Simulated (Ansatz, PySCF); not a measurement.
GeH₂I₂, SMILES [GeH2]([I])[I].

The structure is a stationary point at B3LYP-D3(BJ)/def2-SVP. The def2 effective core potentials stand for the cores of I; spin–orbit coupling is left out.

Vertical ionisation energy (IE) and electron affinity (EA) in eV. Rows of orbital energies are one-electron estimates. Where ΔSCF, EOM or ADC give a negative EA the extra electron is unbound and the value depends on the basis.

```json
[
 {"level": "−ε(HOMO), −ε(LUMO), CAM-B3LYP/def2-TZVPD (PySCF)", "IE": "8.89", "EA": "1.23"},
 {"level": "−ε(HOMO), −ε(LUMO), PBE/def2-TZVPD (PySCF)", "IE": "6.59", "EA": "2.91"},
 {"level": "ΔSCF, CAM-B3LYP/def2-SVPD (Ansatz), final states of multiplicity 2 and 2", "IE": "9.73", "EA": "0.64"},
 {"level": "ΔSCF, PBE/def2-SVPD (Ansatz), final states of multiplicity 2 and 2", "IE": "9.21", "EA": "0.72"}
]
```

Task: What vertical singlet–triplet gap does ΔSCF give with CAM-B3LYP/def2-SVPD (Ansatz, a first-principles code) and with PBE/def2-SVPD (Ansatz)? (Estimate from the structure and the level; the computed values follow.)

Result: 4.18 and 3.68 eV (triplet above singlet where positive).
